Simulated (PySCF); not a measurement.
A structure optimised at PBE-D3(BJ)/def2-SVP, used in a PySCF frequency run:

```xyz
7

Al     0.0000     0.0000     0.0000
O      1.6982     0.2253     0.0000
H      2.2962    -0.5381     0.0000
O     -0.6539    -1.5834     0.0000
H     -1.6141    -1.7196     0.0000
O     -1.0443     1.3580     0.0000
H     -0.6821     2.2576     0.0000
```

Write its SMILES, formula and point group.

[OH][Al]([OH])[OH], AlH3O3, C3h

What are its rotational constants (standard atomic weights)?

6.4104, 6.4104, 3.2052 GHz
